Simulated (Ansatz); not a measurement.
Reaction (formal exchange of groups at a C–Si bond): `C[Si](C)(O)P` + `[GeH3][SeH]` → `[CH3][GeH2][SeH]` + `C[SiH](O)P`

Calculated with Ansatz (gas phase, PBE0-D4/def2-TZVP geometries, no zero-point term in ΔE). CCSD(T)/CBS is the MP2 limit (def2-TZVPP, def2-QZVPP) plus CCSD(T) − MP2 in def2-TZVPP, frozen cores. Functionals use def2-TZVPP. For Ge, Se outer-core shells are correlated without core-valence functions, which leaves a few kJ/mol of doubt a bond. Scalar relativity is left out up to krypton. One conformer a species, not always the lowest.

`C[Si](C)(O)P`:

Z-matrix (Å, degrees):
```
C
Si 1 1.869
H 1 1.093 2 110.8
H 1 1.095 2 111.0 3 -119.5
H 1 1.092 2 111.1 3 120.1
C 2 1.867 1 109.9 3 59.9
O 2 1.657 1 110.2 3 -177.1
P 2 2.255 1 113.8 3 -61.8
H 6 1.093 2 111.1 1 -61.4
H 6 1.094 2 110.9 1 58.3
H 6 1.092 2 110.9 1 178.3
H 7 0.958 2 117.5 1 -45.2
H 8 1.423 2 92.6 1 53.6
H 8 1.421 2 94.0 1 -39.8
```

`[GeH3][SeH]`:

Cartesian coordinates in Å:
```
Ge -0.144 0.306 0.496
Se 0.742 -0.054 -1.658
H 0.583 -0.568 1.528
H 0.104 1.792 0.781
H -1.648 -0.003 0.514
H 0.363 -1.473 -1.660
```

`[CH3][GeH2][SeH]`:

Z-matrix (Å, degrees):
```
C
Ge 1 1.949
H 1 1.090 2 109.8
H 1 1.090 2 110.1 3 -119.8
H 1 1.092 2 110.1 3 120.3
Se 2 2.363 1 110.8 3 57.9
H 2 1.540 1 111.0 3 179.5
H 2 1.538 1 111.8 3 -57.5
H 6 1.469 2 92.9 1 63.8
```

`C[SiH](O)P`:

Cartesian coordinates in Å:
```
C 0.240 -0.044 -1.575
Si -0.409 0.472 0.095
O -1.707 -0.436 0.564
P 1.320 0.434 1.547
H 1.033 0.633 -1.904
H 0.651 -1.057 -1.551
H -0.561 -0.020 -2.318
H -0.924 1.863 0.048
H -1.538 -1.335 0.849
H 0.488 0.477 2.697
H 1.407 -0.986 1.546
```

```csv
level,ΔE (kJ/mol)
PBE0-D4,11.7
HF/def2-TZVPP,7.7
```

(1) What does CCSD(T)/CBS give? (Estimate.)

Largest T1 diagnostic among the species: 0.012.

Results:

(1) Computed: +8.4 kJ/mol. The listed levels differ from it by 3.3, -0.7 kJ/mol.

The D4 term adds +3.4 kJ/mol with B3LYP and +2.0 kJ/mol with PBE0; it sums over pairs of atoms, weighted by their polarisabilities, and B3LYP, whose exchange is more repulsive, gets the larger term.

B3LYP here is the variant with VWN-RPA as its local correlation; programs differ in this.
